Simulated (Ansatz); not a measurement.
One change: `C=C[Se][Si](F)(F)F` becomes `[CH3][Zn][S][Si](F)(F)F`.

Ansatz, PBE0-D4/def2-TZVP geometries, multiplicity 1. Each molecule was computed in one conformer, which needn't be the lowest.

Scalar relativity is left out up to krypton.

```
                                        property  `C=C[Se][Si](F)(F)F`
         HOMO–LUMO gap (ωB97M-V/def2-TZVPP) / eV                 10.87
           HOMO–LUMO gap (B3LYP/def2-TZVPP) / eV                  6.11
size of the dipole moment (B3LYP/def2-TZVPP) / D                  2.35
  size of the dipole moment (PBE/def2-TZVPP) / D                  2.27
               HOMO energy (PBE/def2-TZVPP) / eV                 -6.35
             LUMO energy (B3LYP/def2-TZVPP) / eV                 -1.19
```

Task: Give the same properties after the change, and the shifts. (An estimate is asked.)

Result: Computed: 
```json
{"property": "HOMO–LUMO gap (ωB97M-V/def2-TZVPP) / eV", "`[CH3][Zn][S][Si](F)(F)F`": "11.03", "shift": "0.16"}
{"property": "HOMO–LUMO gap (B3LYP/def2-TZVPP) / eV", "`[CH3][Zn][S][Si](F)(F)F`": "6.81", "shift": "0.70"}
{"property": "size of the dipole moment (B3LYP/def2-TZVPP) / D", "`[CH3][Zn][S][Si](F)(F)F`": "3.03", "shift": "0.68"}
{"property": "size of the dipole moment (PBE/def2-TZVPP) / D", "`[CH3][Zn][S][Si](F)(F)F`": "2.96", "shift": "0.69"}
{"property": "HOMO energy (PBE/def2-TZVPP) / eV", "`[CH3][Zn][S][Si](F)(F)F`": "-6.88", "shift": "-0.53"}
{"property": "LUMO energy (B3LYP/def2-TZVPP) / eV", "`[CH3][Zn][S][Si](F)(F)F`": "-1.04", "shift": "0.15"}
```

With PBE0 the HOMO falls by 0.59 eV and the LUMO rises by 0.21 eV, so the gap widens by about 0.80 eV. PBE moves the HOMO by -0.53 eV and ωB97M-V by -0.60 eV. Dipoles are sizes alone; their direction can turn.

B3LYP here is the variant with VWN-RPA as its local correlation; programs differ in this.

Spin–orbit coupling is left out; it splits and shifts lone-pair levels of the heavy atoms by tenths of an eV.
